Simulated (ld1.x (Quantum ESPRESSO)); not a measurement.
## Which change was made? (V, TM)

* Element: V (Z = 23)
* Generator: ld1.x (Quantum ESPRESSO) 7.5
* Type: norm-conserving Troullier–Martins (Kleinman–Bylander form)
* Functional: PBEsol
* Relativity: non-relativistic
* Frozen core: [Ne]
* Valence charge: 13
* Reference configuration: 3s2 3p6 3d3 4s2 4p0
* Partial waves: 3s (bound): rc 1.40 bohr; 3d (bound): rc 1.20 bohr; 3p (bound): rc 1.25 bohr
* Local potential: the p channel
* Core correction: none

Occupied shells without a wave of their own: 4s. They enter only through the test configuration that unscreens the potential.

Cutoffs, loose and tight: the cutoffs (Ry, on a coarse ladder) from which the occupation-weighted sum of valence levels, in a spherical-Bessel basis at the reference potential, stays within 10 and 1 mRy of its value at 400 Ry. They do not see the model core or the augmentation charge, which bear on the density cutoff. Test errors are all-electron minus pseudo excitation energies from the reference, over the configurations 3s2 3p6 3d3 4s1 4p0; 3s2 3p6 3d3 4s0 4p0; 3s2 3p6 3d2 4s0 4p0; 3s2 3p6 3d3 4s0 4p1; 3s2 3p6 3d1 4s0 4p0; 3s2 3p6 3d4 4s0 4p0; 3s2 3p6 3d3.5 4s1.5 4p0; variants that change the core or the reference have their own tests.

The base gives: outcome: generated, misses its reference levels by 0.21 eV; cutoff, loose: 120 Ry; cutoff, tight: 140 Ry; bound ghosts: none; largest test error (meV): -1611.

(1) After one change the result is: outcome: generated; cutoff, loose: 160 Ry; cutoff, tight: 180 Ry; bound ghosts: none; largest test error (meV): -783. Which change was it?
A. all radii scaled by about 1.37 (s 1.92, p 1.72, d 1.64 bohr)
B. all radii scaled by about 0.86 (s 1.20, p 1.08, d 1.02 bohr)
C. all radii scaled by about 1.05 (s 1.48, p 1.32, d 1.26 bohr)

Results:

(1) B. The others give: all radii scaled by about 1.05 (s 1.48, p 1.32, d 1.26 bohr) → outcome: generated, misses its reference levels by 0.27 eV; cutoff, loose: 110 Ry; cutoff, tight: 140 Ry; bound ghosts: none; largest test error (meV): -2017 | all radii scaled by about 1.37 (s 1.92, p 1.72, d 1.64 bohr) → outcome: generated, misses its reference levels by 0.57 eV; cutoff, loose: 80 Ry; cutoff, tight: 90 Ry; bound ghosts: none; largest test error (meV): -4262.
